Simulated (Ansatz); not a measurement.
The free Y atom, lowest solution found in each spin (singlets restricted, other states unrestricted); no spin–orbit coupling, and no relativity up to Kr.

Programs: Ansatz (a quantum-chemistry and plane-wave program). Values without a source in brackets are computed. In def2 rows elements past Kr take small-core potentials, without spin–orbit coupling.

Task: One of these levels gives 0.990 eV for the energy of multiplicity 4 less that of multiplicity 2. Name it.
(A) SVWN5/def2-TZVPP
(B) PBE0/def2-SVP
(C) wB97M-V/def2-TZVPP
(D) CAM-B3LYP/def2-TZVPP

Result: A, SVWN5/def2-TZVPP. The others give 0.856 (PBE0/def2-SVP), 1.195 (CAM-B3LYP/def2-TZVPP), 1.343 (wB97M-V/def2-TZVPP)
